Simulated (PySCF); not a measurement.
Species: C6H6ClF3O.
Structure used (GFN2-xTB), in Å, numbered top down from 1:
```xyz
17
C6H6ClF3O angstrom
C     -0.8657    0.3823    1.3170
C     -0.3541    0.2321   -0.0947
C     -1.4651   -0.0849   -1.0736
F     -1.0421   -0.1809   -2.3426
F     -2.4200    0.8574   -1.0630
F     -2.0727   -1.2461   -0.7872
C      0.7945    1.0341   -0.5995
C      0.9746   -0.4565   -0.4049
C      1.8135   -0.9184    0.7093
O      2.0631   -0.3500    1.7224
Cl     2.4847   -2.5192    0.3974
H     -1.3855   -0.5217    1.6303
H     -1.5614    1.2184    1.3677
H     -0.0416    0.5681    1.9990
H      0.7803    1.4026   -1.6137
H      1.2874    1.6789    0.1118
H      1.0029   -1.0840   -1.2855
```

Definitions: NICS(0) = −σiso at the ring centroid; NICS(1) = −σiso and NICS(1)zz = −σzz at ±1 Å along the ring normal z. Level: GIAO PBE0/pcSseg-1 (PySCF, non-relativistic, gas phase) on the GFN2-xTB geometry, one conformer.

Ring bond lengths (Å), with Mayer bond orders in brackets: C2–C7 1.489 (0.92), C7–C8 1.514 (0.89), C8–C2 1.528 (0.85).

**Question.** What do the NICS probes read (ppm)?

**Answer.** 
```tsv
ring	type	NICS(0)	NICS(1), two faces	NICS(1)zz, two faces	rms pucker (Å)	centre to ring atoms, mean (Å)
C2–C7–C8	3-membered carbocycle; formal bonds all single	-44.0	-8.1 / -9.1	-20.2 / -25.5	0.00	0.87
```

**Question.** What do they say, and how far can they be read as aromaticity?

**Answer.** 
- C2–C7–C8: mean NICS(1)zz -22.9 ppm, shielded. C2, C7, C8 have four or more neighbours; no verdict on aromaticity is drawn. The two faces differ by 5.3 ppm, so no symmetry operation interchanges them. NICS(0) lies 35 ppm below the mean NICS(1).

**Question.** List the ring angles and the Hirshfeld charges of the ring atoms.

**Answer.** 
- C2–C7–C8: C2 60.2° (-0.005 e), C7 61.2° (-0.073 e), C8 58.6° (-0.058 e); sum 180.0° against 180° for a flat convex ring.
